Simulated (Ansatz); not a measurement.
A nudged elastic band was laid between two geometries of CH$_{5}$ClGeO (9 atoms, charge 0, multiplicity 1).

Method: RKS PBE/def2-SVP in Ansatz 0.2.0.

* movable images: 5
* climbing image: yes
* spring: 5.0 eV/Å²
* optimiser: quadratic models (default)
* start path: through a guess of the saddle point
* force threshold: 0.2 eV/Å
* iteration limit: 60
* end points: relaxed

First end point:

```xyz
9
Properties=species:S:1:pos:R:3
Ge 0.442 -0.047 0.056
C 0.926 0.005 1.949
H 0.015 -0.050 2.576
H 1.588 -0.850 2.190
H 1.454 0.952 2.172
H 1.616 0.051 -0.943
Cl -0.919 1.638 -0.298
O -0.388 -1.567 -0.408
H -1.229 -1.676 0.075
```

Last end point:

```xyz
9
Properties=species:S:1:pos:R:3
Ge -1.003 -0.164 -1.621
C 1.606 -0.116 1.817
H 1.199 -0.988 1.273
H 1.609 -0.322 2.904
H 0.982 0.774 1.608
H 2.643 0.074 1.479
Cl -1.406 1.641 -0.346
O -0.986 -1.412 -0.319
H -1.139 -1.031 0.571
```

Q: Which bonds break or form, and what moves?

A: Bonds broken: Ge1–C2, Ge1–H6. Bonds formed: C2–H6. CH5ClGeO becomes CH4 + ClGeHO.

Q: What energy profile does the band end with?

A: The forces met the threshold. The highest image is number 2 of 0 to 6, 268.0 kJ/mol above the first end and 269.4 kJ/mol above the last; the last end lies 1.4 kJ/mol below the first. The threshold of 0.2 eV/Å is loose, so the images may lie well off the minimum-energy path. Neighbouring images differ by up to 2.7 eV, so the band resolves the path poorly. The order of the point at the top wasn't checked. The orbitals stay closed-shell, which can raise the energy where a bond breaks towards radicals; this wasn't checked here.

```
image  path coordinate (Å)  energy (kJ/mol)  Ge1–C2 (Å)  Ge1–H6 (Å)  C2–H6 (Å)
    0                 0.00              0.0        1.95        1.54       2.97
    1                 1.31              2.8        1.96        1.54       2.95
    2                 2.62            268.0        2.28        1.54       1.80
    3                 3.59             19.1        2.93        2.18       1.13
    4                 4.56              1.1        3.44        2.96       1.11
    5                 5.53             -0.6        3.90        3.92       1.11
    6                 6.50             -1.4        4.32        4.79       1.11
```

Q: What is the geometry of the highest image?

A: 
```xyz
9
Properties=species:S:1:pos:R:3:forces:R:3
Ge 0.389 -0.127 -0.447 0.06 0.04 0.00
C 1.034 -0.032 1.739 -0.03 -0.05 -0.02
H 0.347 -0.803 2.143 0.01 0.01 -0.01
H 2.069 -0.289 2.038 0.03 0.01 0.02
H 0.774 0.993 2.061 0.01 0.02 0.01
H 1.819 -0.186 0.132 -0.04 0.00 0.01
Cl -0.761 1.738 -0.345 -0.01 0.01 -0.01
O -0.732 -1.523 -0.300 -0.01 -0.05 -0.03
H -1.434 -1.314 0.347 -0.02 0.01 0.03
```

Run time: 2.6 min on 2 threads of Arm Neoverse V1, with other jobs on the host, peak memory 0.15 GiB.
